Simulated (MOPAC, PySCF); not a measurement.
Torsion N1–Ge2–S3–H6 in GeH3NS (SMILES [NH2][Ge][SH]); at each angle all else is relaxed with GFN2-xTB, and the levels are single points there.
Geometry at 180° (charge 0, multiplicity 1):
```xyz
6

N     -1.14073     0.06501     0.19982
Ge     0.18250    -0.94740     0.89164
S      1.82971     0.52039     0.39354
H     -1.04519     0.96996    -0.23728
H     -2.11011    -0.21245     0.20082
H      2.80114    -0.22495     0.90253
```

On the grid 0° to 330°, 270° is the highest and 180° the lowest point at MP2/CBS(def2-TZVPP, def2-QZVPP) + ΔCCSD(T)/def2-TZVPP.

Rows in 3-21G, 6-31G* carry no dispersion term and start afresh at each structure (6-31G* with six Cartesian d functions); the Pople sets are all-electron and without relativity. The state reached by AM1 isn't checked.

Run with MOPAC for AM1 (differences of heats of formation); PySCF for 3-21G rows, 6-31G* rows. 

Problem. One of these levels gives 7.47 kcal/mol for the energy at 270° less that at 180°. Which?
A. B3LYP/3-21G
B. HF/6-31G*
C. AM1

Solution. B, HF/6-31G*. The others give 3.12 (AM1), 6.74 (B3LYP/3-21G)
